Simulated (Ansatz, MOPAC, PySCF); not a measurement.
Acid–base and redox partners of [GeH4]. Isolated molecules, 0 K electronic values unless said otherwise. Strings in code marks are SMILES.

Quantity: vertical detachment energy (energy after one electron is removed minus that of the parent at the parent's geometry), in eV. Levels without diffuse functions put anions too high.

Level 1: frozen-core CCSD(T)/aug-cc-pVTZ // B3LYP-D3(BJ)/def2-TZVPD (Ansatz, an electronic-structure program)
Level 2: PBE-D3(BJ)/def2-TZVPD // B3LYP-D3(BJ)/def2-TZVPD (PySCF)
Level 3: minus the HOMO energy of HF/6-31G* // B3LYP-D3(BJ)/def2-TZVPD (PySCF)
Level 4: minus the HOMO energy of PM3 // B3LYP-D3(BJ)/def2-TZVPD (MOPAC)

| species | level 1 | level 2 | level 3 | level 4 |
|---|---|---|---|---|
| `[GeH3-]` | 2.18 | 2.09 | 1.86 | 2.44 |
